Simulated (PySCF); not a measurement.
H2BN, charge +1, doublet, at a GFN2-xTB geometry (a state made from the parent by changing its charge; the spin is typed, not shown lowest), with bond 3-1 at 1.3 times its length. Base run: HF/6-311G** (PySCF).

Input for PySCF:
```python
from pyscf import gto, scf

mol = gto.M(
    atom='''
B     0.69541291   -0.01491515    0.14279803
N    -0.54762335   -0.00554107   -0.02815933
H     2.18853197    0.08386150   -0.18840493
H    -1.48766710    0.05229634   -0.40490136
''',
    basis='6-311g**',
    charge=1,
    spin=1,
    verbose=4,
)

mf = scf.UHF(mol)
mf.kernel()
```

Each row names what was changed in the base input (with any setting that the change needs).

```csv
change,ΔE vs base (µEh),SCF cycles,<S^2>
base,0.0,16,0.763
level_shift = 0.1 (with mf.max_cycle = 100),0.0,16,0.763
init_guess = mod_huckel,0.0,15,0.763
conv_tol = 1e-11,0.0,18,0.763
conv_tol_grad = 1e-7,0.0,22,0.763
conv_tol = 1e-6,0.1,10,0.763
level_shift = 1.0 (with mf.max_cycle = 100),0.0,28,0.763
damp = 0.5; diis_start_cycle = 5,0.0,17,0.763
diis_space = 12,0.0,15,0.763
diis = off; damp = 0.3 (with mf.diis_start_cycle = 200; with mf.max_cycle = 150),0.0,43,0.763
level_shift = 0.5 (with mf.max_cycle = 100),0.0,21,0.763
solver = newton,0.0,-,0.763
init_guess = sap,0.0,17,0.763
```

Open shells are given as the SCF converged; they aren't shown to be the lowest states, and a large step between rows can be another state.
